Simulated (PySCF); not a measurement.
CH₅BrInN, SMILES [CH3][In]([NH2])[Br].

The structure is a stationary point at B3LYP-D3(BJ)/def2-SVP. The structure was generated by enumeration; whether it is a known compound was not checked. The def2 effective core potentials stand for the cores of In; spin–orbit coupling is left out. Other conformers were not sampled.

Two levels are set side by side: TDA-PBE/def2-SVPD (PySCF) and TDA-ωB97X/def2-SVPD (PySCF). Vertical, same geometry. The lowest singlet is HOMO→LUMO 82 %, HOMO→LUMO+1 14 % with PBE and HOMO→LUMO 65 %, HOMO→LUMO+1 13 % with the other functional; states are paired by order. Differences are taken from unrounded values.

```
quantity                               TDA-ωB97X  TDA-PBE  TDA-PBE minus TDA-ωB97X
-------------------------------------  ---------  -------  -----------------------
lowest singlet excitation (eV)              5.50     4.20                    -1.30
lowest triplet excitation (TDA) (eV)        4.83     3.67                    -1.16
first bright state (f over 0.05) (eV)       6.11     5.12                    -0.99
its oscillator strength                     0.05     0.07                     0.02
```

Functionals without exact exchange tend to place singlet excitations lower, as here. Differences between two approximate levels are no errors against the true value.

Rough cost on one machine, each run with all the roots and properties that it gave: TDA-ωB97X against TDA-PBE about 4 times.
